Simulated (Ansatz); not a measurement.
B6N⁻. Total charge -1; triplet. Geometry B3LYP-D4/def2-SVP, that of the neutral doublet; atoms count from 1.

```
atom   x (Å)   y (Å)   z (Å)
  N1  -1.701  -1.106   0.539
  B2   1.159   1.331  -1.232
  B3  -0.197   0.656  -1.112
  B4   0.927  -0.293   1.047
  B5   1.636   0.673   0.066
  B6  -1.315  -0.281  -0.443
  B7  -0.508  -0.980   1.134
```

Another isomer (doublet) lies 0.19 eV lower at PBE0-D4/def2-TZVP; other spin states weren't run for this one.

(1) Estimate the Mulliken populations from the PBE0/def2-TZVPD orbitals of Ansatz.

(2) Where does the spin sit?

(3) And the Mayer bond orders between heavy atoms (over 0.3)?

Answers

(1) 
| atom | charge (e) | spin (α − β) |
| --- | --- | --- |
| N1 | 0.12 | 0.07 |
| B2 | -0.39 | 0.84 |
| B3 | 0.11 | 0.16 |
| B4 | -0.23 | 0.66 |
| B5 | 0.10 | -0.09 |
| B6 | -0.52 | 0.17 |
| B7 | -0.18 | 0.18 |
Mulliken values depend strongly on the basis. With diffuse functions, as here, like atoms can get unlike values, and bond orders can come out too low or too high.

(2) Summed by element: N 0.07, B 1.93, of 2 unpaired in all. Largest on single atoms: B2 0.84, B4 0.66, B7 0.18.

(3) N1–B6 1.78 (1.34 Å); N1–B7 1.66 (1.34 Å); B2–B3 1.22 (1.52 Å); B2–B4 0.30 (2.81 Å); B2–B5 1.31 (1.53 Å); B3–B5 0.56 (2.18 Å); B3–B6 1.00 (1.60 Å); B4–B5 1.11 (1.55 Å); B4–B7 1.10 (1.59 Å); B6–B7 0.42 (1.90 Å).
